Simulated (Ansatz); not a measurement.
C4H8BF, SMILES `CC(C)=CBF`, relaxed with RKS PBE0-D4/def2-TZVP in the Gaussian-basis code of Ansatz from a PBE-D4/def2-SVP geometry. The force threshold is 0.005 eV/Å; the program also tests the step.

Charge 0, multiplicity 1.

Start:

```xyz
14

C     1.228    1.277    0.485
C     0.224    0.247    0.043
C    -0.114    0.287   -1.423
C    -0.323   -0.644    0.926
B    -1.352   -1.742    0.602
F    -1.791   -2.534    1.595
H     2.190    1.140   -0.057
H     0.880    2.302    0.230
H     1.428    1.233    1.572
H    -0.542    1.278   -1.690
H     0.808    0.179   -2.035
H    -0.831   -0.497   -1.721
H     0.014   -0.558    1.977
H    -1.820   -1.970   -0.503
```

Problem. How much energy does the relaxation release, and in how many steps? (Best estimate.)

Solution. Computed: 1.40 kcal/mol, in 5 steps, 1 of them rejected.

Problem. Which bonds change most? (An estimate is asked.)

Solution. Computed: B5–H14 from 1.221 to 1.200 Å; C2–C4 from 1.368 to 1.347 Å; C3–H12 from 1.104 to 1.087 Å; C1–H7 from 1.112 to 1.095 Å.

Problem. Give the relaxed structure. (An estimate is asked.)

Solution. Computed: 
```xyz
14

C     1.216    1.265    0.480
C     0.219    0.241    0.043
C    -0.111    0.286   -1.413
C    -0.318   -0.634    0.916
B    -1.338   -1.724    0.593
F    -1.769   -2.507    1.583
H     2.160    1.132   -0.059
H     0.863    2.273    0.234
H     1.414    1.214    1.550
H    -0.523    1.267   -1.672
H     0.801    0.170   -2.008
H    -0.823   -0.480   -1.710
H     0.013   -0.550    1.951
H    -1.803   -1.953   -0.489
```
